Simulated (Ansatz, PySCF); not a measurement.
Process, species as SMILES: C#C (C2H2) [acetylene] → [C-]#C + H+
Structures are relaxed separately at B3LYP-D3(BJ)/def2-TZVP in Ansatz (an electronic-structure program).

Wanted: gas-phase deprotonation energy (enthalpy at 298 K, with B3LYP-D3(BJ) rigid-rotor harmonic-oscillator terms from PySCF), in kcal/mol. Correlated levels leave the core frozen unless marked. Spin-orbit coupling is left out. Non-relativistic. Anions need diffuse functions: aug- sets have them; def2-D sets add few. Basis-set limits of correlation are two-point, X^-3; Hartree-Fock from the larger set.

```csv
level,program,gas-phase deprotonation energy (kcal/mol)
BP86-D4/def2-TZVPD,PySCF + dftd4,(withheld)
B3LYP-D4/def2-TZVPD,Ansatz + dftd4,378.7
B3LYP/def2-TZVPD,Ansatz,378.9
PBE0-D4/def2-TZVPD,Ansatz + dftd4,(withheld)
BHLYP-D3(BJ)/def2-TZVPD,Ansatz + dftd3,381.1
"CCSD(T)/CBS(aug-cc-pVTZ,aug-cc-pVQZ)",Ansatz,377.9
```

### Question
Fill in the missing entries.

### Answer

- BP86-D4/def2-TZVPD, gas-phase deprotonation energy (kcal/mol): 376.5
- PBE0-D4/def2-TZVPD, gas-phase deprotonation energy (kcal/mol): 379.5
